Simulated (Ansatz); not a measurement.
C₂H₈SSi₂, SMILES `S[SiH]1C[SiH2]C1`, charge 0, multiplicity 1.

(1) Give a relaxed structure at PBE0-D4/def2-TZVP (Ansatz 0.2.0). (Estimate.)

Results:

(1) The calculation gave: 
Cartesian coordinates in Å:
```
S 2.251 1.439 0.995
Si 0.327 0.521 0.797
C -0.665 0.858 -0.773
Si -0.899 -1.019 -0.892
C 0.465 -1.313 0.392
H 1.762 2.657 1.287
H -0.488 0.786 2.013
H -1.546 1.493 -0.700
H -0.025 1.227 -1.579
H -0.659 -1.617 -2.234
H -2.233 -1.455 -0.401
H 1.417 -1.546 -0.094
H 0.294 -2.031 1.191
```
This is one stationary point; other conformers may exist.
